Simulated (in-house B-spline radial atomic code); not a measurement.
Values are calculated unless marked as measured or tabulated.
# C6 from the polarisability at imaginary frequency: the lithium ion Li⁺

LDA exchange-only linear response of the closed shell 1s2, from a B-spline radial code for spherical atoms; scalar-relativistic (spin-free one-electron X2C), finite nucleus, no spin-orbit coupling.

The dispersion coefficient of two like species is C6 = (3/π) ∫ α(iu)² du from 0 to ∞.

```tsv
u (hartree)	α(iu) (bohr³)
0	0.2196
0.0849	0.2194
0.198	0.2182
0.339	0.2154
0.566	0.2084
0.849	0.196
1.27	0.1738
1.98	0.136
2.83	0.1
4.24	0.06249
7.07	0.02954
14.1	0.008951
```

Fit one oscillator, α(iu) = α(0)/(1 + u²/ω²), through u = 2.83 and estimate C6.

From α(0)/α(iu) − 1 = 0.2196/0.1 − 1 = 1.1960, ω = u/√1.1960 = 2.5877 hartree (70.4 eV). London's formula gives C6 = (3/4) α(0)² ω = 0.75 × 0.2196² × 2.5877 = 0.09359 hartree·bohr⁶, and the oscillator holds f = α(0) ω² = 1.47 electrons, of a sum of oscillator strengths of 2.0.

How does that compare with the full integral?

The program's quadrature over all excitations gives C6 = 0.09382, so the single oscillator is off by -0.2 %. At the last point the fit gives α = 0.00716 against 0.00895: higher excitations, and deeper shells where there are any, keep the true curve higher at large u.
